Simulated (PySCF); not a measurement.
## Vertical excitation energies

Compound: Sn6Cl6 prismane, Sn6Cl6.
Bonds: Sn1–Cl2, Sn1–Sn3, Sn1–Sn5, Sn1–Sn9, Sn3–Cl4, Sn3–Sn5, Sn3–Sn11, Sn5–Cl6, Sn5–Sn7, Sn7–Cl8, Sn7–Sn9, Sn7–Sn11, Sn9–Cl10, Sn9–Sn11, Sn11–Cl12.

Level of theory: TDDFT wB97X-D/def2-SVPD, vertical, gas phase, core orbitals frozen in the response, def2 core potentials past Kr in PySCF 2.14.0, density-fitted response routines. Isolated species at its PBE0-D3(BJ)/def2-SVP geometry (one conformer only). Spin–orbit coupling is left out. Note that the optimisation stopped short of convergence; the values belong to its last geometry.

Q: List the vertical singlet excitations with oscillator strengths and describe the spectrum.

A: 

| state | E (eV) | E (kJ/mol) | λ (nm) | f | main configurations (H = HOMO, L = LUMO) |
| --- | --- | --- | --- | --- | --- |
| S1 | 2.20 | 212 | 563.1 | 0.0005 | H→L (92%) |
| S2 | 2.21 | 213 | 560.5 | 0.0001 | H-1→L (93%) |
| S3 | 2.53 | 244 | 489.3 | 0.0005 | H→L+2 (42%), H→L+1 (39%) |
| S4 | 2.56 | 247 | 483.4 | 0.0024 | H-1→L+1 (42%), H→L+1 (40%) |
| S5 | 2.59 | 250 | 478.9 | 0.0036 | H-1→L+1 (40%), H→L+2 (27%), H→L+1 (15%) |
| S6 | 2.73 | 264 | 453.8 | 0.0030 | H-1→L+2 (49%), H→L+3 (41%) |
| S7 | 2.78 | 268 | 446.4 | 0.0030 | H-1→L+3 (74%), H→L+2 (19%) |
| S8 | 3.03 | 293 | 408.9 | 0.0000 | H-2→L (95%) |
| S9 | 3.23 | 311 | 384.1 | 0.043 | H→L+3 (37%), H-1→L+2 (28%), H-2→L+1 (23%) |
| S10 | 3.31 | 319 | 375.1 | 0.0014 | H→L+4 (75%), H-1→L+5 (16%) |

Triplets (Tamm–Dancoff): T1 2.02 eV, H→L (96%); T2 2.03 eV, H-1→L (96%); T3 2.26 eV, H-1→L+2 (44%), H-1→L+1 (17%), H→L+1 (17%); T4 2.27 eV, H→L+1 (34%), H-1→L+1 (30%), H→L+2 (19%).

The lowest singlet lies at 2.20 eV (563 nm, visible) and is very weak; its leading configuration is HOMO→LUMO (92%). The strongest level in the table is S9 at 3.23 eV (384 nm, f = 0.043). Löwdin shares by element: HOMO (one of a set within 0.03 eV) tin 64% or more (atoms not listed hold the other 36%); LUMO tin 50% or more (atoms not listed hold the other 50%). Orbital energies (eV): HOMO-3 -9.51, HOMO-2 -9.32, HOMO-1 -8.54, HOMO -8.52, LUMO -2.54, LUMO+1 -2.24, LUMO+2 -2.21. Weighted by f, the mean energy of these states is 3.10 eV. Of the 10 states listed, 1 reaches f = 0.01 and 3 stay under 0.0005. 9 computed singlets (S1 to S9) lie in the visible range (380 to 750 nm), the largest f among them at 384 nm, f = 0.043; light of that wavelength is violet, and its complementary colour is yellow-green; a Tamm–Dancoff triplet lies at 614 nm, without intensity as long as spin–orbit coupling is left out. All these states lie below the vertical ionisation energy of 8.32 eV (ΔSCF). Singlets were solved by full linear response, triplets in the Tamm–Dancoff approximation.

On 2 threads of an Intel Xeon at 2.60 GHz, shared host, this took 11 min wall, 24 min CPU (with the writing of density and orbital grids) and 3.8 GiB of memory at its peak.
